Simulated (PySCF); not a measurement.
Electrostatic solvation of a mixed set.

Level: B3LYP/def2-SVPD in PySCF, non-relativistic, each on one gas-phase PBE0-D3(BJ)/def2-SVP geometry that isn't relaxed in the solvent. The solvent is an IEF-PCM continuum (Bondi radii, 1.10 Å for H, scaled by 1.2). Specific hydrogen bonds and non-electrostatic terms are outside this model.

Question: Order them by E(solvent) − E(gas) in chloroform (ε = 4.711), most negative first (kcal/mol).
A. `[CH3:1]/[CH:2]=[CH:3]/[c:4]1[cH:5][cH:6][cH:7][s:8]1` with C2–C3–C4–C5 180°
B. `[CH3:1][S:2][c:3]1[cH:4][cH:5][cH:6][cH:7][cH:8]1` with C1–S2–C3–C4 0°
C. `[CH2:1]=[CH:2][S:3](=[O:4])(=[O:5])[CH2:6][CH3:7]` with C1–C2–S3–O4 1°, C2–S3–C6–C7 -68° (ethyl vinyl sulfone)

Answer: C (-7.5), B (-2.9), A (-2.3).

```
        SMILES  charge  ΔE (kcal/mol)  polarisation term (kcal/mol)  HOMO shift (eV)  dipole gas (D)  dipole solvent (D)  atoms  lowest singlet, gas (eV)  lowest singlet, solvent (eV)
C=CS(=O)(=O)CC       0           -7.5                          -8.7            -0.07            4.77                5.88     15                      5.48                          5.73
    CSc1ccccc1       0           -2.9                          -3.3            -0.03            1.32                1.75     16                      4.56                          4.57
 C/C=C/c1cccs1       0           -2.3                          -2.5             0.00            0.50                0.65     16                      4.36                          4.23
```

The polarisation term is half the interaction of the solute with the induced surface charges. Singlets are vertical TDDFT energies (frozen core, non-equilibrium response), the lowest in each medium.
